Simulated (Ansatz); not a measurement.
Ansatz (an electronic-structure program) input file for CH3AlBrFO, SMILES C[O][Al]([F])[Br], B3LYP-D3(BJ)/def2-SVP. 

Ansatz 0.2 input:
```yaml
crystal:
  periodic: [false, false, false]
  atoms:
    - {symbol: Al, position_ang: [0.60555750, 0.09909287, -0.43194173]}
    - {symbol: F, position_ang: [1.89887418, 1.06927495, -0.73305942]}
    - {symbol: Br, position_ang: [-0.81161177, 0.60975450, 1.21088792]}
    - {symbol: O, position_ang: [0.33073508, -1.23955180, -1.32537378]}
    - {symbol: C, position_ang: [0.10822511, -2.38237021, -2.10575665]}
    - {symbol: H, position_ang: [-0.17933141, -2.08522040, -3.11547371]}
    - {symbol: H, position_ang: [1.02044132, -2.97919811, -2.15295410]}
    - {symbol: H, position_ang: [-0.69204465, -2.97803495, -1.66234176]}
basis:
  gaussian:
    orbitals: def2-SVP
hamiltonian:
  xc: b3lyp
  dispersion: d3bj
relax: {f_tol: 0.002, max_steps: 200}
```

Program output:

```
WARN ansatz: RAYON_NUM_THREADS=1 ignored (pool sized by the plan → 1); use --threads N
Functional definition: B3LYP
integrals: 0.05 GiB planned
1097 factors; integrals over basis functions are off by at most 2.9e-4 eV
mean field: 0.53 GiB planned
mean field evaluation 1: about -82476.9588 eV, gradient 6.2e1 eV
mean field evaluation 2: about -82459.6427 eV, gradient 1.1e2 eV
mean field evaluation 4: about -82484.0995 eV, gradient 6.6e0 eV
mean field evaluation 8: about -82484.1828 eV, gradient 6.7e-2 eV
mean field evaluation 16: about -82484.1829 eV, gradient 8.0e-6 eV
mean field -82484.18285009 eV, -3031.2378099536 hartree, gradient 8.0e-6 eV, S^2 0.000000; 0 other end points of the search recorded, 0 dependent functions left out
the calculation of the forces begins
reference -82484.18310695 eV, -3031.2378193932 hartree; 37, 37 occupied and 70, 70 virtual orbitals, 1097 factors
relax step   1: F+E_penalty+E_count = -82484.44090584 eV  Δ(F+E_penalty+E_count) = +0.000e0 eV  max|allowed force component| = 8.856e-1 eV/Å  Δτ_max = 0.0000 Å  (26 SCF iters, accepted)
these checks for a lower state are left out or cut short: starts, cluster_reference, orbital_swaps, neighbouring_geometries, increment
integrals: 0.05 GiB planned
1097 factors; integrals over basis functions are off by at most 2.9e-4 eV
mean field: 0.53 GiB planned
mean field -82484.21031836 eV, -3031.2388193941 hartree, gradient 8.4e-6 eV, S^2 0.000000; 0 other end points of the search recorded, 0 dependent functions left out
the calculation of the forces begins
reference -82484.21057467 eV, -3031.2388288133 hartree; 37, 37 occupied and 70, 70 virtual orbitals, 1097 factors
relax step   2: F+E_penalty+E_count = -82484.46637747 eV  Δ(F+E_penalty+E_count) = -2.547e-2 eV  max|allowed force component| = 4.406e-1 eV/Å  Δτ_max = 0.0601 Å  (29 SCF iters, accepted)
these checks for a lower state are left out or cut short: starts, cluster_reference, orbital_swaps, neighbouring_geometries, increment
integrals: 0.05 GiB planned
1097 factors; integrals over basis functions are off by at most 3.0e-4 eV
mean field: 0.53 GiB planned
mean field -82484.20984820 eV, -3031.2388021159 hartree, gradient 9.4e-6 eV, S^2 0.000000; 0 other end points of the search recorded, 0 dependent functions left out
the calculation of the forces begins
reference -82484.21010416 eV, -3031.2388115222 hartree; 37, 37 occupied and 70, 70 virtual orbitals, 1097 factors
relax step   3: F+E_penalty+E_count = -82484.46478368 eV  Δ(F+E_penalty+E_count) = +1.594e-3 eV  max|allowed force component| = 2.642e-1 eV/Å  Δτ_max = 0.0754 Å  (28 SCF iters, rejected (line search))
these checks for a lower state are left out or cut short: starts, cluster_reference, orbital_swaps, neighbouring_geometries, increment
integrals: 0.05 GiB planned
1097 factors; integrals over basis functions are off by at most 2.9e-4 eV
mean field: 0.53 GiB planned
mean field evaluation 32: about -82484.2029 eV, gradient 6.6e-3 eV
mean field -82484.21709212 eV, -3031.2390683251 hartree, gradient 8.1e-6 eV, S^2 0.000000; 0 other end points of the search recorded, 0 dependent functions left out
the calculation of the forces begins
reference -82484.21734726 eV, -3031.2390777012 hartree; 37, 37 occupied and 70, 70 virtual orbitals, 1097 factors
relax step   4: F+E_penalty+E_count = -82484.47237383 eV  Δ(F+E_penalty+E_count) = -5.996e-3 eV  max|allowed force component| = 6.067e-2 eV/Å  Δτ_max = 0.0245 Å  (30 SCF iters, accepted)
these checks for a lower state are left out or cut short: starts, cluster_reference, orbital_swaps, neighbouring_geometries, increment
integrals: 0.05 GiB planned
1097 factors; integrals over basis functions are off by at most 3.0e-4 eV
mean field: 0.53 GiB planned
mean field -82484.21747542 eV, -3031.2390824109 hartree, gradient 8.5e-6 eV, S^2 0.000000; 0 other end points of the search recorded, 0 dependent functions left out
the calculation of the forces begins
reference -82484.21773071 eV, -3031.2390917928 hartree; 37, 37 occupied and 70, 70 virtual orbitals, 1097 factors
relax step   5: F+E_penalty+E_count = -82484.47272611 eV  Δ(F+E_penalty+E_count) = -3.523e-4 eV  max|allowed force component| = 1.151e-2 eV/Å  Δτ_max = 0.0097 Å  (30 SCF iters, accepted)
these checks for a lower state are left out or cut short: starts, cluster_reference, orbital_swaps, neighbouring_geometries, increment
integrals: 0.05 GiB planned
1097 factors; integrals over basis functions are off by at most 3.0e-4 eV
[...]
reference -82484.24589535 eV, -3031.2401268241 hartree; 37, 37 occupied and 70, 70 virtual orbitals, 1097 factors
relax step  16: F+E_penalty+E_count = -82484.50975922 eV  Δ(F+E_penalty+E_count) = -1.541e-2 eV  max|allowed force component| = 4.696e-2 eV/Å  Δτ_max = 0.0967 Å  (27 SCF iters, accepted)
these checks for a lower state are left out or cut short: starts, cluster_reference, orbital_swaps, neighbouring_geometries, increment
integrals: 0.05 GiB planned
1097 factors; integrals over basis functions are off by at most 3.3e-4 eV
mean field: 0.53 GiB planned
mean field -82484.24653153 eV, -3031.2401502032 hartree, gradient 8.4e-6 eV, S^2 0.000000; 0 other end points of the search recorded, 0 dependent functions left out
the calculation of the forces begins
reference -82484.24678392 eV, -3031.2401594786 hartree; 37, 37 occupied and 70, 70 virtual orbitals, 1097 factors
relax step  17: F+E_penalty+E_count = -82484.51123860 eV  Δ(F+E_penalty+E_count) = -1.479e-3 eV  max|allowed force component| = 4.303e-2 eV/Å  Δτ_max = 0.0168 Å  (29 SCF iters, accepted)
these checks for a lower state are left out or cut short: starts, cluster_reference, orbital_swaps, neighbouring_geometries, increment
integrals: 0.06 GiB planned
1097 factors; integrals over basis functions are off by at most 3.4e-4 eV
mean field: 0.53 GiB planned
mean field evaluation 128: about -82483.9201 eV, gradient 9.7e0 eV
mean field -82484.24236151 eV, -3031.2399969579 hartree, gradient 7.0e-6 eV, S^2 0.000000; 0 other end points of the search recorded, 0 dependent functions left out
the calculation of the forces begins
reference -82484.24261386 eV, -3031.2400062317 hartree; 37, 37 occupied and 70, 70 virtual orbitals, 1097 factors
relax step  18: F+E_penalty+E_count = -82484.51425838 eV  Δ(F+E_penalty+E_count) = -3.020e-3 eV  max|allowed force component| = 2.263e-1 eV/Å  Δτ_max = 0.1973 Å  (28 SCF iters, accepted)
these checks for a lower state are left out or cut short: starts, cluster_reference, orbital_swaps, neighbouring_geometries, increment
integrals: 0.06 GiB planned
1097 factors; integrals over basis functions are off by at most 3.4e-4 eV
mean field: 0.53 GiB planned
mean field -82484.24839193 eV, -3031.2402185718 hartree, gradient 7.4e-6 eV, S^2 0.000000; 0 other end points of the search recorded, 0 dependent functions left out
the calculation of the forces begins
reference -82484.24864391 eV, -3031.2402278319 hartree; 37, 37 occupied and 70, 70 virtual orbitals, 1097 factors
relax step  19: F+E_penalty+E_count = -82484.51851743 eV  Δ(F+E_penalty+E_count) = -4.259e-3 eV  max|allowed force component| = 8.844e-2 eV/Å  Δτ_max = 0.0573 Å  (28 SCF iters, accepted)
these checks for a lower state are left out or cut short: starts, cluster_reference, orbital_swaps, neighbouring_geometries, increment
integrals: 0.06 GiB planned
1097 factors; integrals over basis functions are off by at most 3.3e-4 eV
mean field: 0.53 GiB planned
mean field -82484.24746833 eV, -3031.2401846301 hartree, gradient 7.0e-6 eV, S^2 0.000000; 0 other end points of the search recorded, 0 dependent functions left out
the calculation of the forces begins
reference -82484.24772027 eV, -3031.2401938888 hartree; 37, 37 occupied and 70, 70 virtual orbitals, 1097 factors
relax step  20: F+E_penalty+E_count = -82484.51969232 eV  Δ(F+E_penalty+E_count) = -1.175e-3 eV  max|allowed force component| = 2.296e-2 eV/Å  Δτ_max = 0.0486 Å  (29 SCF iters, accepted)
these checks for a lower state are left out or cut short: starts, cluster_reference, orbital_swaps, neighbouring_geometries, increment
integrals: 0.06 GiB planned
1097 factors; integrals over basis functions are off by at most 3.3e-4 eV
mean field: 0.53 GiB planned
mean field -82484.24721513 eV, -3031.2401753253 hartree, gradient 1.5e-5 eV, S^2 0.000000; 0 other end points of the search recorded, 0 dependent functions left out
the calculation of the forces begins
reference -82484.24746702 eV, -3031.2401845818 hartree; 37, 37 occupied and 70, 70 virtual orbitals, 1097 factors
relax step  21: F+E_penalty+E_count = -82484.51976728 eV  Δ(F+E_penalty+E_count) = -7.496e-5 eV  max|allowed force component| = 6.736e-3 eV/Å  Δτ_max = 0.0087 Å  (23 SCF iters, accepted)
these checks for a lower state are left out or cut short: starts, cluster_reference, orbital_swaps, neighbouring_geometries, increment
integrals: 0.06 GiB planned
1097 factors; integrals over basis functions are off by at most 3.3e-4 eV
mean field: 0.53 GiB planned
mean field evaluation 160: about -82484.2470 eV, gradient 1.2e-5 eV
mean field -82484.24704771 eV, -3031.2401691725 hartree, gradient 1.2e-5 eV, S^2 0.000000; 0 other end points of the search recorded, 0 dependent functions left out
the calculation of the forces begins
reference -82484.24729962 eV, -3031.2401784302 hartree; 37, 37 occupied and 70, 70 virtual orbitals, 1097 factors
relax step  22: F+E_penalty+E_count = -82484.51978081 eV  Δ(F+E_penalty+E_count) = -1.353e-5 eV  max|allowed force component| = 4.358e-3 eV/Å  Δτ_max = 0.0047 Å  (22 SCF iters, accepted)
these checks for a lower state are left out or cut short: starts, cluster_reference, orbital_swaps, neighbouring_geometries, increment
integrals: 0.06 GiB planned
1097 factors; integrals over basis functions are off by at most 3.3e-4 eV
mean field: 0.53 GiB planned
mean field -82484.24696412 eV, -3031.2401661007 hartree, gradient 5.1e-5 eV, S^2 0.000000; 0 other end points of the search recorded, 0 dependent functions left out
the calculation of the forces begins
reference -82484.24721603 eV, -3031.2401753583 hartree; 37, 37 occupied and 70, 70 virtual orbitals, 1097 factors
relax step  23: F+E_penalty+E_count = -82484.51978454 eV  Δ(F+E_penalty+E_count) = -3.729e-6 eV  max|allowed force component| = 9.846e-4 eV/Å  Δτ_max = 0.0028 Å  (19 SCF iters, accepted)
these checks for a lower state are left out or cut short: starts, cluster_reference, orbital_swaps, neighbouring_geometries, increment
integrals: 0.06 GiB planned
1097 factors; integrals over basis functions are off by at most 3.3e-4 eV
mean field: 0.53 GiB planned
mean field -82484.24688756 eV, -3031.2401632871 hartree, gradient 5.7e-5 eV, S^2 0.000000; 0 other end points of the search recorded, 0 dependent functions left out
the calculation of the forces begins
reference -82484.24713947 eV, -3031.2401725447 hartree; 37, 37 occupied and 70, 70 virtual orbitals, 1097 factors
relax step  24: F+E_penalty+E_count = -82484.51978575 eV  Δ(F+E_penalty+E_count) = -1.218e-6 eV  max|allowed force component| = 1.322e-3 eV/Å  Δτ_max = 0.0029 Å  (19 SCF iters, accepted)
integrals: 0.06 GiB planned
1097 factors; integrals over basis functions are off by at most 3.3e-4 eV
mean field: 0.53 GiB planned
mean field -82484.24688756 eV, -3031.2401632871 hartree, gradient 5.7e-5 eV, S^2 0.000000; 1 other end points of the search recorded, 0 dependent functions left out
the calculation of the forces begins
reference -82484.24713947 eV, -3031.2401725447 hartree; 37, 37 occupied and 70, 70 virtual orbitals, 1097 factors
Total energy: -82484.52003767 eV, -3031.2502013685 hartree
Atom 0 at     0.694675     0.079199    -0.542720 Å, force     0.001081    -0.000560    -0.000082 eV/Å
Atom 1 at     1.808516     1.300583    -0.591101 Å, force    -0.000151    -0.000030    -0.000497 eV/Å
Atom 2 at    -0.874839     0.090492     1.057311 Å, force    -0.000520    -0.000081     0.000198 eV/Å
Atom 3 at     0.781053    -1.130936    -1.699252 Å, force    -0.000270     0.001322     0.000874 eV/Å
Atom 4 at     0.105248    -2.306419    -2.053321 Å, force     0.000357     0.000008    -0.000416 eV/Å
Atom 5 at    -0.286240    -2.225455    -3.082296 Å, force    -0.000040    -0.000206    -0.000295 eV/Å
Atom 6 at     0.796544    -3.166544    -2.023836 Å, force    -0.000051    -0.000299     0.000024 eV/Å
Atom 7 at    -0.744112    -2.527174    -1.380798 Å, force    -0.000407    -0.000154     0.000195 eV/Å
Dipole moment:    -0.200805    -0.371147    -0.125035 e Å
```

The calculation finished and met its thresholds.

Cost: very roughly 2.3 core-minutes.
